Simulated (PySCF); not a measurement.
## Choosing a basis for TDDFT

Compound: H₆OSSi₂.
InChI=1S/H6OSSi2/c1-4-2-3/h1H,4H2,3H3

TDDFT with PBE0 (PySCF), vertical singlets, core orbitals frozen in the response, spherical d and f functions. Geometry: PBE0-D3(BJ)/def2-SVP, one conformer, isolated molecule.

Task: How do the low singlets change with the basis? Take 6-31G*, 6-31+G*, def2-SVP, def2-SVPD, aug-cc-pVDZ, def2-TZVP and def2-TZVPD.

Result: 

| basis | functions | diffuse | S1 (eV) | S2 (eV) | S3 (eV) | S4 (eV) | S5 (eV) | LUMO (eV) | α (au) |
| --- | --- | --- | --- | --- | --- | --- | --- | --- | --- |
| 6-31G* | 80 | no | 6.02 | 6.08 | 6.71 | 7.28 | 7.53 | -0.02 | 62.4 |
| 6-31+G* | 96 | yes | 5.68 | 5.93 | 6.36 | 6.83 | 7.03 | -0.59 | 70.5 |
| def2-SVP | 98 | no | 6.03 | 6.30 | 6.84 | 7.33 | 7.59 | 0.01 | 65.6 |
| def2-SVPD | 146 | yes | 5.70 | 5.99 | 6.35 | 7.08 | 7.11 | -0.51 | 80.2 |
| aug-cc-pVDZ | 158 | yes | 5.61 | 5.92 | 6.22 | 6.65 | 6.92 | -0.63 | 81.1 |
| def2-TZVP | 178 | no | 5.73 | 6.09 | 6.46 | 7.12 | 7.22 | -0.38 | 74.6 |
| def2-TZVPD | 226 | yes | 5.60 | 5.96 | 6.26 | 6.90 | 6.98 | -0.62 | 80.9 |

States are compared by their number. Against the largest diffuse basis here (def2-TZVPD, itself not a converged limit), sets without diffuse functions differ by up to 0.43 eV in S1 and 0.61 eV in S5; the smaller diffuse sets differ by up to 0.10 and 0.14 eV. State by state, the largest deviation of a set without diffuse functions is S1 0.43, S2 0.34, S3 0.58, S4 0.43, S5 0.61 eV. The same number needn't mean the same state in each row. Against def2-TZVPD the polarisability deviates by -23% in 6-31G*, -13% in 6-31+G*, -19% in def2-SVP, -1% in def2-SVPD, 0% in aug-cc-pVDZ, -8% in def2-TZVP. A single + in a Pople set puts diffuse functions on heavy atoms only.

Without π bonds the low states are Rydberg-like; a valence basis with one diffuse set may place them up to an eV too high.
